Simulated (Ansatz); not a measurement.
Input file for Ansatz (a quantum-chemistry and plane-wave program): R-CCSD(T)/cc-pVTZ on CHNO (SMILES N#CO).

Ansatz 0.2 input:
```yaml
crystal:
  periodic: [false, false, false]
  atoms:
    - {symbol: N, position_ang: [1.61828141, -0.09561179, -0.05160980]}
    - {symbol: C, position_ang: [0.48322993, 0.06508587, 0.07512332]}
    - {symbol: O, position_ang: [-0.77670579, 0.29902712, 0.26953475]}
    - {symbol: H, position_ang: [-1.32480555, -0.26850120, -0.29304824]}
basis:
  gaussian:
    orbitals: cc-pVTZ
magnetization: {spin_polarized: false}
correlation: {method: ccsd_t, electrons: outside_noble_gas}
scf: {lower_state_search: off}
```

Output:

```
WARN ansatz: RAYON_NUM_THREADS=1 ignored (pool sized by the plan → 1); use --threads N
Functional definition: HF
these checks for a lower state are left out or cut short: stability, starts, cluster_reference, orbital_swaps, neighbouring_geometries, increment
integrals: 0.12 GiB planned
625 factors; integrals over basis functions are off by at most 1.2e-3 eV
mean field: 0.15 GiB planned
mean field evaluation 1: about -4562.7216 eV, gradient 3.7e1 eV
mean field evaluation 2: about -4562.7256 eV, gradient 3.7e1 eV
mean field evaluation 4: about -4565.7432 eV, gradient 4.0e0 eV
mean field evaluation 8: about -4565.8122 eV, gradient 5.6e-1 eV
mean field -4565.81373482 eV, -167.7905599348 hartree, gradient 5.5e-6 eV, S^2 0.000000; 0 other end points of the search recorded, 0 dependent functions left out
3 core orbitals not correlated
reference -4565.81373482 eV, -167.7905599348 hartree; 8, 8 occupied and 93, 93 virtual orbitals, 625 factors
second order -15.67620763 eV of doubles, -0.00000000 eV of singles
coupled cluster: 0.28 GiB planned
cycle   1  -15.16493926 eV  change    5.1e-1 eV  update   9.6e-2
cycle   2  -15.60647715 eV  change   -4.4e-1 eV  update   3.0e-2
cycle   3  -15.70381757 eV  change   -9.7e-2 eV  update   1.3e-2
cycle   4  -15.69587518 eV  change    7.9e-3 eV  update   3.3e-3
cycle   5  -15.69716617 eV  change   -1.3e-3 eV  update   1.4e-3
cycle   6  -15.69818535 eV  change   -1.0e-3 eV  update   3.5e-4
cycle   7  -15.69807890 eV  change    1.1e-4 eV  update   1.5e-4
cycle   8  -15.69806602 eV  change    1.3e-5 eV  update   5.3e-5
cycle   9  -15.69807264 eV  change   -6.6e-6 eV  update   1.9e-5
perturbative correction -0.73367870 eV, -0.0269621950 hartree
Total energy: -4582.24548616 eV, -168.3944156589 hartree
Checks for a lower state left out: stability, starts, cluster_reference, orbital_swaps, neighbouring_geometries, increment
```

The calculation finished and met its thresholds.

Cost: very roughly 4 core-seconds.
